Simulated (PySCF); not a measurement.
Compound: C₄H₁₁Si (doublet state).
SMILES with atom numbers: `[CH3:1][CH2:2][Si:3]([CH3:4])[CH3:5]` (hydrogens: H6, H7, H8 on C1; H9, H10 on C2; H11, H12, H13 on C4; H14, H15, H16 on C5)

Geometry (GFN2-xTB, Å), atoms numbered from 1 in this order:
```
atom  x, y, z in Å
C1     1.845    0.080    0.525
C2     1.240   -0.249   -0.838
Si3   -0.675   -0.187   -0.822
C4    -1.394   -1.462    0.403
C5    -1.303    1.555   -0.361
H6     1.507   -0.630    1.278
H7     1.559    1.081    0.843
H8     2.933    0.037    0.484
H9     1.578   -1.241   -1.145
H10    1.629    0.454   -1.576
H11   -2.479   -1.474    0.365
H12   -1.045   -2.468    0.187
H13   -1.104   -1.224    1.425
H14   -1.007    1.817    0.655
H15   -0.907    2.315   -1.027
H16   -2.386    1.607   -0.408
```

The hyperfine couplings belong to this conformer and change with its torsions.

Theory: UKS B3LYP, pcH-1 on C H Si, non-relativistic, mean-field spin-orbit, GIAO (PySCF). The structure is a single GFN2-xTB conformer in the gas phase; no vibrational or solvent corrections. The geometry wasn't refined by DFT: couplings that depend on bond lengths, twists or pyramidal angles can differ widely from those at the functional's own minimum, by a factor of two or more for some ions and for spin on atoms past the first row. Stability of the SCF solution: not tested.

(1) Match the computed a_iso(1H) values +19.5, +5.4, -0.1 MHz (means over equivalent nuclei) with the sites H6/H7/H8; H9/H10; H11 (×6).

Answers

(1) 
| site | a_iso (MHz) | ρ(0) (bohr⁻³) | position | distance from Si3 (Å) | bound to | spin population there | largest \|T\| (MHz) |
| --- | --- | --- | --- | --- | --- | --- | --- |
| H6/H7/H8 | +5.4 | +0.0012 | 3 bonds from Si3 | 3.32 | C1 | +0.02 | 3.2 |
| H9/H10 | -0.1 | 0.0000 | 2 bonds from Si3 | 2.51 | C2 | 0.00 | 6.9 |
| H11 (×6) | +19.5 | +0.0044 | 2 bonds from Si3 | 2.52 | C4/C5 | 0.00 | 5.9 |

ρ(0) is the spin density at the nucleus and T the dipolar tensor; a_iso includes a spin–orbit part; entries for several nuclei are means. The largest Mulliken spin population is on Si3 (+0.95). The angles at Si3 add up to 331.6°, so it is pyramidal.

Class means assume fast exchange of nuclei equivalent by connectivity; if that motion is slow, each nucleus keeps its own coupling. The six 1H nuclei of mean +19.5 MHz run from 0.6 to 54.7 MHz in the frozen geometry. The three 1H nuclei of mean +5.4 MHz run from -0.3 to 17.0 MHz in the frozen geometry.
